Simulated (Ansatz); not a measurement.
`C[SiH](F)BS` + `O[SiH2]O` → `C[SiH](F)O[SiH2]O` + `BS`  (cleavage of the Si–B bond)

Computed with Ansatz on PBE0-D4/def2-TZVP structures; ΔE is electronic, products minus reactants. CBS: MP2 limit from def2 TZ/QZ plus the TZ coupled-cluster correction, frozen cores. This one scheme is used for every species. DFT in def2-TZVPP. Each species was taken in one conformer, which may not be the lowest.

`C[SiH](F)BS`:

Z-matrix (Å, degrees):
```
C
Si 1 1.863
H 1 1.093 2 110.4
H 1 1.094 2 110.7 3 -118.9
H 1 1.092 2 111.6 3 120.5
F 2 1.611 1 107.9 3 -54.9
B 2 2.007 1 114.0 3 -176.8
H 2 1.492 1 109.3 3 60.8
S 7 1.763 2 123.7 1 -28.9
H 7 1.195 2 123.3 1 153.3
H 9 1.346 7 100.6 2 2.7
```

`O[SiH2]O`:

Z-matrix (Å, degrees):
```
Si
O 1 1.642
O 1 1.642 2 113.5
H 1 1.481 2 111.5 3 116.9
H 1 1.481 2 103.8 3 -121.2
H 2 0.958 1 117.7 3 -66.0
H 3 0.958 1 117.7 2 -66.0
```

`C[SiH](F)O[SiH2]O`:

```xyz
13

C    -1.448    0.014    1.451
Si   -0.061    1.025    0.774
F     1.289    0.593    1.525
O     0.160    0.769   -0.817
Si    0.753   -0.360   -1.843
O     1.196   -1.723   -1.046
H    -1.259   -1.050    1.286
H    -2.388    0.275    0.959
H    -1.566    0.181    2.524
H    -0.228    2.479    0.984
H    -0.317   -0.771   -2.775
H     1.906    0.247   -2.550
H     1.963   -1.679   -0.473
```

`BS`:

Cartesian coordinates in Å:
```
B -0.202 -0.508 -0.194
S 0.393 1.142 -0.390
H -0.490 -1.079 -1.199
H -0.305 -1.007 0.882
H 0.605 1.450 0.901
```

```
          level  ΔE (kJ/mol)
        ωB97M-V       -156.5
CCSD/def2-TZVPP       -157.9
```

(1) What does CCSD(T)/CBS give? (Best estimate.)

Largest T1 diagnostic among the species: 0.015.

Results:

(1) Ansatz gave: -153.3 kJ/mol. The listed levels differ from it by -3.2, -4.6 kJ/mol.

From PBE to PBE0 (25 % exact exchange), in def2-TZVPP and without D4, ΔE moves by −10.2 kJ/mol. In def2-TZVPP, CCSD(T) changes the Hartree–Fock value by +26.3 kJ/mol (the triples alone add +3.8 kJ/mol) and MP2 by +21.7 kJ/mol.
